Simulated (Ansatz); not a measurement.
Consider the formal exchange of groups at the Si–H bond: `O[SiH2]N[SiH3]` + `C=CC(Cl)OC` → `CO[SiH2]N[SiH2]O` + `C=CCCl`.

Computed with Ansatz on PBE0-D4/def2-TZVP structures; ΔE is electronic, products minus reactants. CCSD(T)/CBS adds triple-zeta CCSD(T) − MP2 to the extrapolated MP2 energy (def2 sets, frozen cores). DFT in def2-TZVPP. B3LYP here is the variant with VWN-RPA as its local correlation; programs differ in this. Each species was taken in one conformer, which may not be the lowest.

`O[SiH2]N[SiH3]`:

```xyz
11

O    -1.234   -1.815    0.583
Si   -0.745   -0.923   -0.709
N     0.619    0.079   -0.404
Si    0.689    1.488    0.595
H    -0.607   -2.432    0.964
H    -1.934   -0.101   -1.021
H    -0.350   -1.800   -1.844
H     1.483   -0.216   -0.837
H     1.488    1.271    1.833
H    -0.709    1.817    0.971
H     1.301    2.632   -0.133
```

`C=CC(Cl)OC`:

Cartesian coordinates in Å:
```
C -1.318 -1.703 -0.555
C -1.184 -0.916 0.500
C -0.194 0.188 0.590
Cl -1.126 1.735 0.982
O 0.525 0.319 -0.556
C 1.633 1.186 -0.462
H -0.700 -1.575 -1.435
H -2.055 -2.497 -0.564
H -1.805 -1.038 1.380
H 0.452 0.084 1.470
H 1.307 2.217 -0.294
H 2.301 0.881 0.353
H 2.166 1.120 -1.409
```

`CO[SiH2]N[SiH2]O`:

```xyz
15

C     1.814   -1.230    0.106
O     0.539   -1.236    0.712
Si   -0.846   -1.103   -0.180
N    -0.985    0.461   -0.878
Si   -0.911    1.929    0.035
O    -0.433    1.536    1.553
H     2.567   -1.347    0.887
H     1.920   -2.058   -0.604
H     2.004   -0.290   -0.425
H    -1.913   -1.377    0.804
H    -0.835   -2.083   -1.299
H    -0.917    0.525   -1.882
H     0.023    2.857   -0.662
H    -2.221    2.606    0.193
H     0.194    0.811    1.641
```

`C=CCCl`:

Z-matrix (Å, degrees):
```
C
C 1 1.483
Cl 1 1.795 2 111.0
H 1 1.089 2 111.7 3 -119.4
H 1 1.090 2 111.8 3 117.6
C 2 1.325 1 123.4 3 119.5
H 2 1.087 1 116.1 3 -60.9
H 6 1.083 2 121.5 1 178.8
H 6 1.085 2 121.4 1 -1.1
```

```
             level  ΔE (kJ/mol)  difference from CCSD(T)/CBS
           PBE0-D4       -148.6                          8.8
          B3LYP-D4       -153.2                          4.2
           ωB97M-V       -154.8                          2.6
            B2PLYP       -154.3                          3.1
               PBE       -138.8                         18.6
            r2SCAN       -149.5                          7.9
              PBE0       -146.7                         10.7
             B3LYP       -150.0                          7.4
    MP2/def2-TZVPP       -159.0                         -1.6
SCS-MP2/def2-TZVPP       -157.9                         -0.5
   CCSD/def2-TZVPP       -157.2                          0.2
     HF/def2-QZVPP       -162.9                         -5.5
    MP2/def2-QZVPP       -161.4                         -4.0
SCS-MP2/def2-QZVPP       -160.5                         -3.1
      HF/CBS(def2)       -163.0                         -5.6
     MP2/CBS(def2)       -162.4                         -5.0
       CCSD(T)/CBS       -157.4                            0
```

Largest T1 diagnostic among the species: 0.011.

From PBE to PBE0 (25 % exact exchange), in def2-TZVPP and without D4, ΔE moves by −8.0 kJ/mol. The D4 term adds −3.2 kJ/mol with B3LYP and −1.8 kJ/mol with PBE0; it sums over pairs of atoms, weighted by their polarisabilities, and B3LYP, whose exchange is more repulsive, gets the larger term.
